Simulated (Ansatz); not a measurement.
The cluster Li7H6. Total charge 0; doublet. Geometry PBE-D4/def2-TZVP.

Cartesian coordinates in Å:
```
Li 1.997 -0.368 0.597
Li 0.664 -1.554 -1.069
Li -0.087 -0.034 1.950
Li -0.109 0.544 -2.043
Li 0.850 1.756 -0.069
Li -1.805 0.715 -0.206
Li -1.260 -1.646 0.430
H 0.550 -1.510 0.814
H 1.289 1.023 1.508
H 1.433 0.172 -1.079
H -1.066 -0.808 -1.207
H -1.768 -0.176 1.351
H -0.689 1.884 -0.979
```

The structure comes from a short search, and lower isomers may exist.

Question: Estimate the α-spin orbital energies around the gap (eV) in Ansatz with HF/6-31G, PBE-D4/def2-SVP, PBE-D4/def2-TZVPD, r2SCAN-D4/def2-TZVPD, PBE0-D4/def2-TZVPD.

Answer: 
```tsv
orbital	HF/6-31G	PBE-D4/def2-SVP	PBE-D4/def2-TZVPD	r2SCAN-D4/def2-TZVPD	PBE0-D4/def2-TZVPD
HOMO−9	-66.14	-49.60	-49.73	-51.37	-53.86
HOMO−8	-66.14	-49.60	-49.72	-51.36	-53.86
HOMO−7	-65.53	-49.60	-49.68	-51.17	-53.70
HOMO−6	-13.70	-8.23	-8.28	-8.63	-9.78
HOMO−5	-11.51	-6.73	-6.78	-7.08	-8.08
HOMO−4	-11.51	-6.72	-6.78	-7.08	-8.08
HOMO−3	-10.75	-6.20	-6.26	-6.54	-7.49
HOMO−2	-10.12	-5.89	-5.93	-6.18	-7.10
HOMO−1	-10.11	-5.89	-5.93	-6.18	-7.09
HOMO	-3.31	-2.22	-2.23	-2.18	-2.56
LUMO	0.85	-1.33	-1.37	-1.13	-0.86
LUMO+1	0.86	-1.25	-1.31	-1.13	-0.82
LUMO+2	0.86	-1.25	-1.30	-1.11	-0.81
LUMO+3	1.14	-0.87	-0.94	-0.54	-0.47
LUMO+4	1.14	-0.86	-0.94	-0.54	-0.47
LUMO+5	1.32	-0.62	-0.69	-0.25	-0.28
β HOMO	-10.13	-5.86	-5.90	-6.17	-7.08
β LUMO	0.75	-1.70	-1.73	-1.24	-1.16
```
